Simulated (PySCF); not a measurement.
**GeCl₄: double against triple zeta**

Base calculation in PySCF with density fitting and no spin–orbit coupling, PBE0/def2-SVP (no relativity): singlet, Td, Ge–Cl 2.126 Å (×4); wavenumbers 124 (×2), 168 (×3), 394, 468 (×3) cm⁻¹; gap between the highest occupied and lowest empty levels 7.36 eV, polar-tensor charge of Ge 2.01 e, atomisation energy (no zero-point energy) 1380 kJ/mol.

Task: What changes on going to PBE0/def2-TZVP (no relativity)?

Result: The point group stays the same. Changes: mean bond to Ge -0.009 Å, highest wavenumber -5 cm⁻¹, lowest wavenumber -1 cm⁻¹, gap between the highest occupied and lowest empty levels +0.06 eV, polar-tensor charge of Ge +0.01 e, atomisation energy (no zero-point energy) +12 kJ/mol. The new structure has Ge–Cl 2.117 Å (×4), with wavenumbers 123 (×2), 169 (×3), 400, 463 (×3) cm⁻¹. The larger basis shortens the bonds, as added polarisation functions usually do.

Only the bonding shown was studied: isomers, or loss of a ligand pair, can lie lower.
